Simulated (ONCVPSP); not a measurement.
Pseudopotential generation for phosphorus: ONCV, Wu-Cohen, scalar-relativistic.

ONCVPSP 4.0.1 input, shortened (lines: element, Z, core and valence counts, functional; n l f; lmax; l rc ep ncon nbas qcut; lloc lpopt rc5 dvloc0; l nproj debl; icmod fcfact rcfact), Wu-Cohen, scalar-relativistic:

```
  P 15.00    3    2  -118130      upf
    1    0    2.00
    2    0    2.00
    2    1    6.00
    3    0    1.75
    3    1    3.25
    1
    0    1.35    0.00    4    7    4.80
    1    1.45    0.00    5    8    4.90
    4    5    1.05    0.00
    0    2    0.30
    1    1    3.20
    3    2.50    1.20
```

In the s channel the program set the typed energies aside and used -0.519, 0.250 Ha.

All-electron outer shells of the reference configuration (Wu-Cohen, scalar-relativistic, ld1.x):

| shell | level (eV) | outermost node (bohr) | outermost maximum (bohr) |
| --- | --- | --- | --- |
| 2s | -174.08 | 0.14 | 0.42 |
| 2p | -124.87 | – | 0.36 |
| 3s | -14.11 | 0.65 | 1.58 |
| 3p | -5.62 | 0.64 | 1.83 |

Problem. Does the generator finish with these settings?

Solution. Yes, a potential is produced and its reference levels are reproduced.

Problem. Estimate the cutoffs (Ha) at which the residual kinetic energy of the hardest occupied pseudo-wave falls to 1 and 0.1 mHa per electron.

Solution. 32 Ha and 83 Ha.

Problem. What does a ghost test show?

Solution. Ghosts flagged at negative energy: s at -149.5 eV; no localised positive-energy state flagged. A true bound ghost makes a file unfit for plane-wave use.

Problem. Which valence shell sets the plane-wave cutoff?

Solution. 3p: 32 Ha for 1 mHa per electron, against 10 Ha for 3s.

Problem. Tests: 3s2 3p3; 3s2 3p2; 3s2 3p1; 3s2 3p2.5. Which has the largest error in its energy relative to the reference configuration, and how large is it?

Solution. 3s2 3p1, with +13 meV (all-electron minus pseudo) on +26.73 eV.
